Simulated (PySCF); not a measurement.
Compound: FH8N3Si3.
Structure used (GFN2-xTB), in Å, numbered top down from 1:
```xyz
15
FH8N3Si3 angstrom
F     -1.8702   -2.0086    1.4879
Si    -1.2064   -1.2246    0.2404
N      0.4841   -1.5053    0.2959
Si     1.7275   -0.4582   -0.2883
N      0.9437    1.0149   -0.7351
Si    -0.4639    1.7482   -0.0534
N     -1.4714    0.4518    0.4825
H     -1.8707   -1.7742   -0.9340
H      0.7781   -2.4088    0.6232
H      2.3459   -0.9933   -1.5098
H      2.7128   -0.2803    0.7888
H      1.4939    1.6247   -1.3148
H     -0.1611    2.6042    1.1033
H     -1.1112    2.5055   -1.1336
H     -2.3355    0.7119    0.9250
```

The closed-shell SCF was solved with PySCF and density fitting under several settings on one GFN2-xTB geometry (grid level 2 and gas phase unless stated).

```json
{"settings": "PBE0/pcSseg-1", "basis functions": "180", "SCF cycles": "13", "E (Eh)": "-1136.9096", "HOMO (eV)": "-7.49", "LUMO (eV)": "0.47", "dipole (D)": "1.73"}
{"settings": "CAM-B3LYP/def2-SVPD", "basis functions": "219", "SCF cycles": "13", "E (Eh)": "-1137.0955", "HOMO (eV)": "-8.88", "LUMO (eV)": "0.90", "dipole (D)": "1.77"}
{"settings": "HCTH407/def2-SVPD, IEF-PCM acetonitrile, energy threshold 1e-06 Eh", "basis functions": "219", "SCF cycles": "8", "E (Eh)": "-1137.1855", "HOMO (eV)": "-6.20", "LUMO (eV)": "-0.63", "dipole (D)": "2.03"}
{"settings": "PBE0/3-21G, grid level 3", "basis functions": "91", "SCF cycles": "12", "E (Eh)": "-1130.8701", "HOMO (eV)": "-6.94", "LUMO (eV)": "1.06", "dipole (D)": "1.83"}
{"settings": "PBE0/ANO-RCC-VDZP, IEF-PCM dichloromethane, fitting basis def2-qzvpp-jkfit", "basis functions": "150", "SCF cycles": "9", "E (Eh)": "-1136.6961", "HOMO (eV)": "-7.36", "LUMO (eV)": "0.32", "dipole (D)": "2.14"}
{"settings": "PBE0/pcSseg-1, grid level 3", "basis functions": "180", "SCF cycles": "13", "E (Eh)": "-1136.9096", "HOMO (eV)": "-7.49", "LUMO (eV)": "0.47", "dipole (D)": "1.73"}
{"settings": "OLYP/pcSseg-0, start guess vsap", "basis functions": "91", "SCF cycles": "14", "E (Eh)": "-1135.8416", "HOMO (eV)": "-5.67", "LUMO (eV)": "0.16", "dipole (D)": "1.94"}
```

Question: Estimate the rows for these settings: (1) CAM-B3LYP/def2-SVPD, IEF-PCM dimethylsulfoxide, start guess atom; (2) PBE0/pcSseg-0, energy threshold 1e-07 Eh.

Answer: 
| settings | basis functions | SCF cycles | E (Eh) | HOMO (eV) | LUMO (eV) | dipole (D) |
| --- | --- | --- | --- | --- | --- | --- |
| CAM-B3LYP/def2-SVPD, IEF-PCM dimethylsulfoxide, start guess atom | 219 | 10 | -1137.1049 | -8.71 | 1.14 | 2.16 |
| PBE0/pcSseg-0, energy threshold 1e-07 Eh | 91 | 8 | -1135.3043 | -7.27 | 0.75 | 2.12 |

Question: Over all rows, what range does the HOMO–LUMO gap span?

Answer: From 5.57 eV (HCTH407/def2-SVPD, IEF-PCM acetonitrile, energy threshold 1e-06 Eh) to 9.85 eV (CAM-B3LYP/def2-SVPD, IEF-PCM dimethylsulfoxide, start guess atom). The functional of the narrowest has no exact exchange, that of the widest range-separated exact exchange.

Question: And the dipole moment?

Answer: From 1.73 D to 2.16 D; the largest is 1.25 times the smallest, and the median is 1.94 D.

Question: Compare two rows with the functional PBE0: PBE0/pcSseg-0, energy threshold 1e-07 Eh and PBE0/3-21G, grid level 3. Which energy is lower, and by how much?

Answer: PBE0/pcSseg-0, energy threshold 1e-07 Eh (91 functions) lies 4.4342 Eh or 2783 kcal/mol below PBE0/3-21G, grid level 3 (91 functions).

Cycle counts include a coarse-grid stage where the run had one. ANO-RCC sets were contracted for a scalar-relativistic Hamiltonian, but ran non-relativistically here. Geometry: GFN2-xTB, one conformer.
